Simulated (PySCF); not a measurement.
## Correlation energy of Ne²⁺ (neon, charge +2)

[He] 2s1 2p4 3d1, one real determinant (an excited configuration). Computed with PySCF 2.14 in dyall-av3z, with the non-relativistic Hamiltonian (point nucleus). Frozen: 1s2; 6 electrons correlated; the 13 highest virtual orbitals of each spin left out.

```csv
level,correlation energy (mhartree)
CCSD,-132.07
(T),-3.30
CCSD(T),-135.37
```

Diagnostics: T1 = 0.0023, D1 = 0.0050, largest double amplitude 0.108.

The real determinant used has ⟨L²⟩ near 8 against 12 for a pure F term, so it mixes terms. The outer electron is Rydberg-like, and this basis confines it to a smaller radius and binds it less than a complete one would.

Cost of the coupled-cluster step: about 4 core-seconds, for 6 correlated electrons.

Iterations:

```
CC2 = 0
CCSD nocc = (np.int64(5), np.int64(1)), nmo = (57, 57)
frozen orbitals [[0, 58, 59, 60, 61, 62, 63, 64, 65, 66, 67, 68, 69, 70], [0, 58, 59, 60, 61, 62, 63, 64, 65, 66, 67, 68, 69, 70]]
max_cycle = 100
direct = 0
conv_tol = 1e-08
conv_tol_normt = 1e-06
diis_space = 8
diis_start_cycle = 0
Init t2, MP2 energy = -0.115300334255392
Init E_corr(UCCSD) = -0.11530033425762
cycle = 1  E_corr(UCCSD) = -0.126586275816499  dE = -0.0112859416  norm(t1,t2) = 0.0238892
cycle = 2  E_corr(UCCSD) = -0.128931786647419  dE = -0.00234551083  norm(t1,t2) = 0.0122303
cycle = 3  E_corr(UCCSD) = -0.130537817123652  dE = -0.00160603048  norm(t1,t2) = 0.00913427
cycle = 4  E_corr(UCCSD) = -0.131033807528642  dE = -0.000495990405  norm(t1,t2) = 0.0073148
cycle = 5  E_corr(UCCSD) = -0.132061023655174  dE = -0.00102721613  norm(t1,t2) = 0.00438405
cycle = 6  E_corr(UCCSD) = -0.132047937706894  dE = 1.30859483e-05  norm(t1,t2) = 0.000660356
cycle = 7  E_corr(UCCSD) = -0.132072238840551  dE = -2.43011337e-05  norm(t1,t2) = 0.000158973
cycle = 8  E_corr(UCCSD) = -0.132068971194128  dE = 3.26764642e-06  norm(t1,t2) = 3.12233e-05
cycle = 9  E_corr(UCCSD) = -0.132068456784112  dE = 5.14410016e-07  norm(t1,t2) = 5.67314e-06
cycle = 10  E_corr(UCCSD) = -0.132068689449989  dE = -2.32665877e-07  norm(t1,t2) = 1.30751e-06
cycle = 11  E_corr(UCCSD) = -0.132068703502889  dE = -1.40528997e-08  norm(t1,t2) = 2.72561e-07
cycle = 12  E_corr(UCCSD) = -0.132068701508161  dE = 1.99472808e-09  norm(t1,t2) = 5.28688e-08
UCCSD converged
E(UCCSD) = -123.7174813110915  E_corr = -0.1320687015081606
UCCSD(T) correction = -0.00329636983925661
```

The reference is one real determinant that mixes LS terms of this configuration.
